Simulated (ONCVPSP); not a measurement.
## Potentials for technetium (Tc) compared

Generated with ld1.x 7.5 (TM, RRKJ, ultrasoft, PAW), atompaw 4.2 or ONCVPSP 4.0.1. The cutoff is in Ry: for ld1.x and atompaw files where the sum of valence levels is converged to 10 mRy in a Bessel basis, for ONCV files where the hardest occupied wave has 1 mHa per electron of residual kinetic energy. The error is the largest all-electron minus pseudo excitation energy over each file’s own four to seven test configurations (ionisations up to +4, promotions, holes and added fractions of an electron), all of which were solved. The labels leave out finer settings (local radius, basis sizes, second energies), which also bear on the numbers. Spin-polarised tests are not counted. The rows are a selection from randomly drawn settings: files with unsolved tests, undetermined cutoffs or missed reference levels are left out.

| potential | cutoff (Ry) | largest error (meV) | bound ghosts |
| --- | --- | --- | --- |
| ONCV, PBE, scalar-relativistic, rc 2.10/2.85/2.15 (spd), local s, core correction yes, reference 4d5 5s1.75 5p0.25, qcut 3/3.2/5.8, projectors 0/2/1 | 28 | +41 | none |
| ONCV, LDA (Perdew-Zunger), scalar-relativistic, rc 1.65/1.85/2.00 (spd), local smoothed, core correction yes, reference 4s2 4p6 4d5 5s2, qcut 9/7.1/7.5, projectors 2/2/2 | 51 | -5.5 | none |
| ONCV, PBEsol, fully relativistic, rc 1.40/1.95/1.95 (spd), local smoothed, core correction yes, reference 4s2 4p6 4d5 5s1 5p1, qcut 6.6/9/6.3, projectors 3/2/2 | 126 | +0.2 | none |
| ONCV, PBE, fully relativistic, rc 1.35/2.10/2.30 (spd), local smoothed, core correction yes, reference 4s2 4p6 4d5 5s1.75 5p0.25, qcut 7/8.3/6.9, projectors 2/2/2 | 47 | -0.2 | none |
| ONCV, PBEsol, scalar-relativistic, rc 2.00/1.20/1.75 (spd), local smoothed, core correction yes, reference 4s2 4p6 4d6 5s1, qcut 6.2/6.4/7.4, projectors 2/2/1 | 175 | -2.6 | none |
| ONCV, PBEsol, scalar-relativistic, rc 1.60/1.55/1.60 (spd), local smoothed, core correction yes, reference 4s2 4p6 4d5 5s2, qcut 9.2/7.2/6.3, projectors 2/2/2 | 52 | -85 | none |

**Question.** Fill in the row for Tc: ONCV, PBE, scalar-relativistic, rc 1.85/1.75/2.20 (spd), local smoothed, core correction yes, reference 4s2 4p6 4d5 5s1.75, qcut 6.1/7.5/6.3, projectors 2/2/2.

**Answer.** cutoff 31 Ry, largest error -9.1 meV, bound ghosts: none.

**Question.** Fill in the row for Tc: ONCV, PBEsol, scalar-relativistic, rc 1.40/1.60/2.00 (spd), local smoothed, core correction yes, reference 4s2 4p6 4d5 5s1, qcut 8.9/6.8/7.2, projectors 3/1/2.

**Answer.** cutoff 56 Ry, largest error +42 meV, bound ghosts: none.

**Question.** Fill in the row for Tc: ONCV, PBE, fully relativistic, rc 2.00/1.55/1.45 (spd), local smoothed, core correction yes, reference 4s2 4p6 4d5 5s1.75 5p0.25, qcut 6.8/7.8/6.7, projectors 3/2/1.

**Answer.** cutoff 44 Ry, largest error -6.0 meV, bound ghosts: none.
